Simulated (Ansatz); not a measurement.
C3H7S (SMILES [CH2]SCC) moved off its minimum; all values from Ansatz (an electronic-structure program), cores frozen in correlated methods. Open shells are unrestricted.
(charge 0, multiplicity 2)
```xyz
11

C      1.5709    -0.3447     0.4330
S      0.6064     0.0160    -0.7344
C     -0.7809     0.7861     0.1610
C     -1.7463    -0.3367     0.8442
H      2.5266    -0.9448     0.1604
H      1.4874     0.0250     1.5070
H     -0.5160     1.4981     0.8151
H     -1.5972     1.2783    -0.7608
H     -1.0005    -0.8933     1.5037
H     -2.5815     0.0932     1.2904
H     -2.1108    -1.1170     0.1046
```

| level | largest force (eV/Å) | on atom | rms difference from CCSD(T)/aug-cc-pV(D+d)Z (eV/Å) | dipole (D) |
|---|---|---|---|---|
| HF/def2-TZVPP | 8.81 | C3 | 0.419 | 1.49 |
| PBE/def2-TZVPP | 8.25 | C3 | 0.329 | 1.33 |
| r2SCAN/def2-TZVPP | 8.32 | C3 | 0.364 | 1.39 |
| B3LYP/def2-TZVPP | 8.24 | C3 | 0.381 | 1.35 |
| wB97M-V/def2-TZVPP | 8.30 | C3 | 0.382 | 1.35 |
| MP2/aug-cc-pV(D+d)Z | 8.84 | C3 | 0.124 | 1.44 |
| CCSD(T)/aug-cc-pV(D+d)Z | 8.67 | C3 | 0.000 | 1.40 |

The differences count from one level among others, with limits of its own. Forces at CCSD(T)/aug-cc-pV(D+d)Z (eV/Å):

```csv
atom,Fx,Fy,Fz
C1,5.801,-2.313,5.789
S2,-4.332,2.004,-4.789
C3,-5.729,-3.443,-5.527
C4,4.167,-1.365,-1.833
H5,-1.547,0.974,0.542
H6,0.075,-0.379,-1.314
H7,1.382,3.189,2.770
H8,2.726,-0.967,2.487
H9,-1.281,0.390,0.081
H10,-1.701,1.038,1.528
H11,0.440,0.872,0.267
```
